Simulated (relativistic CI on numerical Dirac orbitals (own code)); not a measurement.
**Hyperfine structure of Bi69+, mass number 207**

Computed by Dirac-Coulomb-Breit CI, orbitals from a KLI potential per configuration, model QED (radiative potential, 1s self-energy scaled to tabulated hydrogen-like ionisation energies), unscaled Slater integrals (own radial code, finite nucleus).

Configurations in the expansion (outside the closed core [Ne]): 3s²3p², 3s²3p3d, 3s3p³, 3s²3d², 3p⁴, 3s3p²3d, 3p²3d², 3s3p3d², 3p³3d, 3s²3d4s, 3s²3d4p, 3s²3p4s, 3s3p3d4s, 3p³4s, 3s3p3d4p, 3p³4p. Levels of other configurations are missing.

Nuclear spin I = 9/2, μ = 4.0729 μN, Q = -0.76 b (tables of Stone and Pyykkö). The electronic factors are computed for point nuclear moments, without core polarisation or the Bohr-Weisskopf and QED corrections.

```csv
Level,E (eV),A (GHz),B (GHz)
3s²3p² ³P1,612.83,-438.7,-258
3s²3p² ¹D2,623.51,1034,-489
3s²3p3d ³F°2,867.44,940.1,-107
3s²3p² ³P2,1244.90,263.2,-27.1
```

Levels with J = 0, under 50 % of one LS term, or S terms without an open s electron are left out. Small factors come from cancelling terms and can be off by tens of per cent or more.

At this charge energies of transitions that change n are usually good to better than 1 %, and those within a shell (Δn = 0) to a few per cent.

Give the hyperfine levels of 3s²3p² ³P1 relative to its centre of gravity.

With K = F(F + 1) − I(I + 1) − J(J + 1), E = AK/2 + B[¾K(K + 1) − I(I + 1)J(J + 1)]/[2I(2I − 1)J(2J − 1)]: F = 7/2: 2294, F = 9/2: 610.7, F = 11/2: -2039 GHz.

LS names give the leading component of a level, which can be under half, so a name can repeat, a term be missing and a line seem to break the LS rules.
